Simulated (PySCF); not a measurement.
**Computed structure and properties of [CeOCl]+**

System: [CeOCl]+ (singlet); start: template (Cs). Method: PySCF 2.14.0, RKS PBE0, Ce def2-SVP with ECP28, O def2-SVP, Cl def2-SVP; non-relativistic Hamiltonian with scalar-relativistic core potentials where named; density fitting; no spin-orbit coupling.

Input of the relaxation:

```python
mol = gto.M(atom='''
Ce     0.29413     0.00000    -0.25361
O      1.92023     0.00000     0.47409
Cl    -2.05507     0.00000     0.79779''',
    basis={'Ce': 'def2-SVP', 'O': 'def2-SVP', 'Cl': 'def2-SVP'},
    ecp={'Ce': 'def2-SVP'},
    charge=1, spin=0)
mf = dft.RKS(mol, xc='PBE0')
mf.grids.atom_grid = (50, 194)  # f atoms: unpruned, at least (60, 302)
mf = mf.density_fit()  # fitting sets: Ce def2-universal-JKFIT, O def2-universal-JKFIT, Cl def2-universal-JKFIT
mf.conv_tol = 1e-08; mf.max_cycle = 55
mf.kernel(dm0)  # dm0: converged density of the start geometry
# quasi-Newton relaxation in Cartesian coordinates to a largest gradient under 0.00045 Eh/bohr, steps kept in the point group
```

Run from Python with OMP_NUM_THREADS=2; the lines above give its settings. Where DIIS fails, smearing, a level shift and second-order steps follow.
It took 67 s on 2 threads of Intel(R) Xeon(R) CPU @ 2.60GHz (Ice Lake), with other jobs on the host, from the converged density of the start.

Course of the relaxation:

```
step  energy above end (eV)  largest force component within the symmetry (eV/Å)
   0                 0.2560                                               2.978
   1                 0.0256                                               0.864
   2                 0.0052                                               0.277
   3                 0.0043                                               0.029
   4                 0.0043                                               0.020
   5                 0.0027                                               0.050
   6                 0.0016                                               0.144
   7                 0.0009                                               0.214
   8                -0.0002                                               0.044
   9                -0.0002                                               0.074
  10                -0.0001                                               0.072
  11                 0.0000                                               0.031
  12                 0.0000                                               0.001
```

Relaxed geometry (Cs):

```xyz
3

Ce    0.2765    0.0000   -0.0154
O     1.9487    0.0000    0.3365
Cl   -2.0659    0.0000    0.6972
```

```
     contact      Å
  Ce1–O2 (O)  1.709
Ce1–Cl3 (Cl)  2.448
```

On the finer grid (75, 302):

```json
{
 "HOMO": "-14.02 eV",
 "LUMO": "-8.86 eV",
 "Dipole about the centre of mass": "2.52 D",
 "Set of Mulliken populations of Ce1 outside the core potential": "s 4.06, p 12.08, d 11.41, f 1.16",
 "D3(BJ) dispersion energy (not in the energies)": "-0.050 eV"
}
```

```csv
atom,Mulliken (e),Löwdin (e),spin (e)
Ce1,1.25,0.70,0.00
O2,-0.10,0.17,0.00
Cl3,-0.15,0.13,0.00
```

On the grid (50, 194), as all that follows. Harmonic modes: a minimum within the noise of the softest modes; lowest 31 cm⁻¹ (negative: unstable), highest 978 cm⁻¹, zero-point energy 0.086 eV.

Rigid scan of O along the line from its metal:

```
distance to O2 (Å)  energy (eV)
              1.41        3.840
              1.51        1.408
              1.61        0.296
              1.71        0.000
              1.81        0.219
              1.91        0.760
              2.01        1.493
              2.16        2.754
```

Taking off one Cl (charge -1, singlet; the rest: singlet) in vacuum, both parts rigid, costs 14.82 eV; the small basis without counterpoise inflates it. Most of it is the attraction of opposite charges; other ways to part are cheaper, and one spin state was tried for the rest.

Rigid scan of Cl along the line from its metal:

distance to Cl3 (Å), energy (eV) and a bar:
```
     2.15      1.009 ###########
     2.25      0.393 ####
     2.35      0.086 #
     2.45      0.000 
     2.55      0.068 #
     2.65      0.242 ###
     2.85      0.768 ########
     3.15      1.709 ##################
     3.55      2.864 ##############################
```

One start shape was tried, so this needn't be the lowest isomer.

No other spin state of this charge was computed.
